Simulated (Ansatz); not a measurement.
Cost and result for the atomization energy of `[SiH3][CH2][AlH][TeH]` (11 atoms, 10 bonds).

Z-matrix (Å, degrees):
```
Si
C 1 1.868
H 1 1.491 2 110.3
H 1 1.489 2 112.3 3 120.3
H 1 1.488 2 110.1 3 -118.8
Al 2 1.946 1 113.4 3 52.1
H 2 1.095 1 109.2 3 -69.5
H 2 1.096 1 108.0 3 173.5
Te 6 2.528 2 119.8 1 70.7
H 6 1.583 2 123.8 1 -107.8
H 9 1.658 6 90.9 2 -0.1
```

Charge 0, multiplicity 1. Correlated methods include outer-core shells of Te, which these sets cover unevenly. Te takes the def2 core potential. The structure was optimised at the PBE0-D4/def2-TZVP level. It is one conformer, not always the lowest. Program: Ansatz. All runs use 4 threads of an Arm Neoverse V1 on a shared host. Times are those of one run each, without the atoms' runs, and a repeat can differ threefold. Electronic energies, without spin–orbit coupling; frozen cores. CCSD(T)/CBS adds CCSD(T) − MP2 in def2-TZVPP to the MP2 limit, and its time is that of the two runs behind it. T1 = 0.011. With those shells the extrapolation isn't a true limit. B3LYP takes the VWN-RPA correlation (the form of Gaussian; ORCA's B3LYP/G).

CCSD(T)/CBS is a level of theory with its own doubt, some kJ/mol a heavy atom from the limit and from the frozen cores, so smaller differences don't rank the functionals.

```
                             level  functions  wall time
   PBE-D4/def2-TZVPP (with forces)        263      3.1 s
                PBE0-D4/def2-TZVPP        263      4.1 s
r2SCAN-D4/def2-TZVPP (with forces)        263        6 s
 B3LYP-D4/def2-TZVPP (with forces)        263      6.5 s
                 B2PLYP/def2-TZVPP        263      7.5 s
                ωB97X-V/def2-TZVPP        263       11 s
  ωB97M-V/def2-TZVPP (with forces)        263       16 s
                    MP2/def2-QZVPP        489       26 s
                CCSD(T)/def2-TZVPP        263    3.9 min
                 CCSD(T)/CBS(def2)          –    4.3 min
```

(1) What atomization energy does each give, and how far from CCSD(T)/CBS? (An estimate is asked.)

## Answers

(1) Computed: 
| level | atomization (kJ/mol) | difference from CCSD(T)/CBS | per bond |
| --- | --- | --- | --- |
| PBE-D4/def2-TZVPP (with forces) | 3302.3 | -33.4 | -3.3 |
| PBE0-D4/def2-TZVPP | 3289.2 | -46.5 | -4.7 |
| r2SCAN-D4/def2-TZVPP (with forces) | 3318.7 | -17.0 | -1.7 |
| B3LYP-D4/def2-TZVPP (with forces) | 3306.5 | -29.2 | -2.9 |
| B2PLYP/def2-TZVPP | 3262.3 | -73.4 | -7.3 |
| ωB97X-V/def2-TZVPP | 3334.9 | -0.8 | -0.1 |
| ωB97M-V/def2-TZVPP (with forces) | 3310.6 | -25.1 | -2.5 |
| MP2/def2-QZVPP | 3292.6 | -43.1 | -4.3 |
| CCSD(T)/def2-TZVPP | 3242.9 | -92.8 | -9.3 |
| CCSD(T)/CBS(def2) | 3335.7 | 0.0 | 0.0 |

The D4 term adds +43.9 kJ/mol with B3LYP and +23.5 kJ/mol with PBE0; it sums over pairs of atoms, weighted by their polarisabilities, and B3LYP, whose exchange is more repulsive, gets the larger term. In def2-TZVPP, CCSD(T) changes the Hartree–Fock value by +752.0 kJ/mol (the triples alone add +39.3 kJ/mol) and MP2 by +747.0 kJ/mol; breaking electron pairs costs correlation energy, which Hartree–Fock lacks. From PBE to PBE0 (25 % exact exchange), in def2-TZVPP and without D4, the atomization energy moves by −9.6 kJ/mol: exact exchange takes away binding that semilocal exchange gives to molecules.

Spin–orbit coupling would lower the free Te atoms strongly, and the atomization energy with them, by more than many differences here.
